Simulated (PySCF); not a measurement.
C3H10GeOSi.
Numbering: `[CH2:1]=[CH:2][CH2:3][SiH2:4][O:5][GeH3:6]` (hydrogens: H7, H8 on C1; H9 on C2; H10, H11 on C3; H12, H13 on Si4; H14, H15, H16 on Ge6)

Cartesian coordinates in Å at the PBE0-D3(BJ)/def2-SVP level; atoms count from 1:
```
atom  x, y, z in Å
C1    -2.9217   -0.3247    0.3220
C2    -1.7838   -0.5633   -0.3347
C3    -1.0488    0.4126   -1.1913
Si4    0.5479    1.0025   -0.3902
O5     1.4707   -0.3341   -0.0502
Ge6    2.9034   -0.7042    0.9348
H7    -3.3817   -1.0858    0.9572
H8    -3.4359    0.6393    0.2473
H9    -1.3059   -1.5440   -0.2196
H10   -1.6642    1.3025   -1.4101
H11   -0.7721   -0.0409   -2.1596
H12    1.2768    1.9154   -1.3295
H13    0.2456    1.7599    0.8664
H14    4.1212    0.0125    0.3221
H15    2.6510   -0.2177    2.3741
H16    3.0659   -2.2290    0.8758
```

Theory: PBE0-D3(BJ)/def2-SVP geometry optimisation, gas phase (PySCF).

Take the most abundant isotopes and a rigid rotor. The values belong to one conformer with, in the numbering `[CH2:1]=[CH:2][CH2:3][SiH2:4][O:5][GeH3:6]`, C1–C2–C3–Si4 108°, C2–C3–Si4–O5 56°, C3–Si4–O5–Ge6 -166°.

Question: What are A, B and C (GHz)?

Answer: Ia = 118.47, Ib = 756.48, Ic = 829.89 u·Å²; 505379 MHz·u·Å²/I gives 4266, 668.1 and 609.0 MHz, that is A = 4.2660, B = 0.6681, C = 0.6090 GHz.

Question: Classify the top.

Answer: A near-prolate asymmetric top: κ = (2 × 668.1 − 4266 − 609.0)/(4266 − 609.0) = -0.97.

Question: Is it planar, by Δ = Ic − Ia − Ib?

Answer: Not planar: Δ = Ic − Ia − Ib = -45.05 u·Å². For a rigid frame Δ = −2 Σ m c², so Σ m c² = 22.53 u·Å² lies off the ab plane: 11.05 from hydrogen and 11.47 from heavier atoms. The atom farthest from that plane is 1.78 Å away.

Question: Give the other two planar moments, Paa and Pbb, and the rms extents of the mass along the axes.

Answer: Paa = Σ m a² = (Ib + Ic − Ia)/2 = 733.95 and Pbb = Σ m b² = (Ia + Ic − Ib)/2 = 95.94 u·Å². With the mass M = 163.97 u, the rms extents √(P/M) along a, b and c are 2.12, 0.76, 0.37 Å.

Question: Where do the levels up to J = 2 lie, in MHz?

Answer: Above 0(0,0):
J = 1: 1(0,1) 1277, 1(1,1) 4875, 1(1,0) 4934
J = 2: 2(0,2) 3830, 2(1,2) 7370, 2(1,1) 7547, 2(2,1) 18341, 2(2,0) 18342
Those of J = 1 are B + C, A + C and A + B.

Question: Which lines would a microwave search look for?

Answer: The dipole components are |μa| = 0.92 D, |μb| = 0.05 D, |μc| = 0.10 D. The squared components, which scale the intensities, stand as 1.00 : 0.00 : 0.01 (a : b : c). Some lines, for components of 0.1 D or more:

```
type  branch         J(Ka,Kc)    MHz  lower level (cm⁻¹)
   a       Q  4(1,3) ← 4(1,4)    591               0.537
   a       R  2(0,2) ← 1(0,1)   2553               0.043
   a       R  2(1,1) ← 1(1,0)   2613               0.165
   c       Q  1(1,1) ← 1(0,1)   3598               0.043
   a       R  3(1,3) ← 2(1,2)   3742               0.246
   a       R  3(2,2) ← 2(2,1)   3831               0.612
   a       R  3(1,2) ← 2(1,1)   3919               0.252
   c       R  1(1,0) ← 0(0,0)   4934               0.000
   a       R  4(0,4) ← 3(0,3)   5101               0.255
   a       R  4(2,3) ← 3(2,2)   5108               0.740
   a       R  4(3,1) ← 3(3,0)   5110               1.345
   a       R  4(2,2) ← 3(2,1)   5115               0.740
   c       R  4(1,3) ← 3(0,3)   9033               0.255
   c       Q  4(2,3) ← 4(1,3)  10588               0.557
   c       R  2(2,1) ← 1(1,1)  13466               0.163
   c       Q  4(3,2) ← 4(2,2)  18129               0.910
   c       R  3(3,0) ← 2(2,0)  21968               0.612
   c       R  3(3,1) ← 2(2,1)  21969               0.612
   c       R  4(3,1) ← 3(2,1)  23244               0.740
   c       R  4(4,0) ← 3(3,0)  30501               1.345
```

Stationary, but not proved a minimum. These are rigid-rotor constants of the computed structure; measured ground-state constants (B0) also hold zero-point vibration. A rigid rotor knows nothing of internal rotation, which can split or shift real lines.
